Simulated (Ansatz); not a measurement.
Born–Oppenheimer molecular dynamics of C2H7BO (11 atoms, charge 0, multiplicity 1). It goes on from the last frame of an earlier run, with new velocities.

Level of theory: RKS B3LYP-D4/6-31G* (Ansatz 0.2.0).

- ensemble: NVE (velocity Verlet)
- time step: 0.5 fs
- steps asked: 166
- starting velocities drawn for: 1000 K
- masses: H 3.016 u
- seed: 380318

First frame:

```xyz
11
Properties=species:S:1:pos:R:3
B -0.022 -0.118 -0.017
C 0.036 -0.104 1.484
H -0.366 -1.080 1.908
H 0.950 0.146 1.887
H -0.723 0.627 1.889
C 1.358 -0.033 -0.736
H 1.809 -0.969 -1.048
H 1.109 0.526 -1.729
H 2.246 0.366 -0.173
O -1.086 -0.151 -0.793
H -1.971 -0.031 -0.377
```

**Question.** What does the run give?

**Answer.** The run went to its last step.

- steps done: 166
- time covered: 83 fs
- mean temperature over the second half: 826 K
- spread of the potential energy over the second half: 15.2 meV per atom
- mean potential energy of the second half above the start: 18.4 meV per atom

The conserved energy stayed within 0.097 meV per atom of its start (net change -0.015 meV per atom), so the integration is sound. A run of 0.083 ps of so small a system gives no equilibrium averages.

**Question.** What happens to the structure?

**Answer.** The same pairs are bonded in the first frame and the last. Pairs count as bonded within 1.25 times the sum of covalent radii (0.12 Å more for H–H). This is one draw of velocities; another would differ in detail.

**Question.** How do temperature and energy run in time?

**Answer.** 
```
time (fs)  T (K)  potential energy less start (eV)  conserved less start (meV/atom)
        0   1000                             0.000                             0.00
      6.5    942                             0.066                            -0.05
       13    662                             0.394                            -0.01
     19.5    767                             0.270                            -0.01
       26    700                             0.349                             0.00
     32.5    632                             0.428                             0.02
       39    994                             0.006                             0.00
     45.5    845                             0.181                             0.08
       52    781                             0.256                             0.09
     58.5   1059                            -0.069                            -0.08
       65    631                             0.429                            -0.03
     71.5    678                             0.375                             0.01
       78    922                             0.091                            -0.03
```

The run took 7.3 min on 1 thread of Arm Neoverse V1 (shared host), peak memory 0.14 GiB.
